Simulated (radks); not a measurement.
Task: Valence configurations of Al (all share [Ne]). All-electron calculation, scalar-relativistic Kohn-Sham, r2SCAN, spin-polarised, spherical densities, finite nucleus; open shells are filled with parallel spins first; meta-GGA in the generalised Kohn-Sham scheme; Fermi nuclear charge, rms radius 3.061 fm. Program: a radial shooting solver on a logarithmic mesh with Libxc functionals. Order these by energy: 3s1.5 3p1.5; 3s0.5 3p2.5; 3s1 3p2; 3p3; 3s2 3p1.

Result: From the lowest, in eV above it: 3s2 3p1 0.000; 3s1.5 3p1.5 1.872; 3s1 3p2 3.049; 3s0.5 3p2.5 5.893; 3p3 8.735. NIST lists [Ne] 3s2 3p1 as the ground configuration; this level of theory agrees among the configurations tried. The energies are those of spherical high-spin densities, not of single terms.
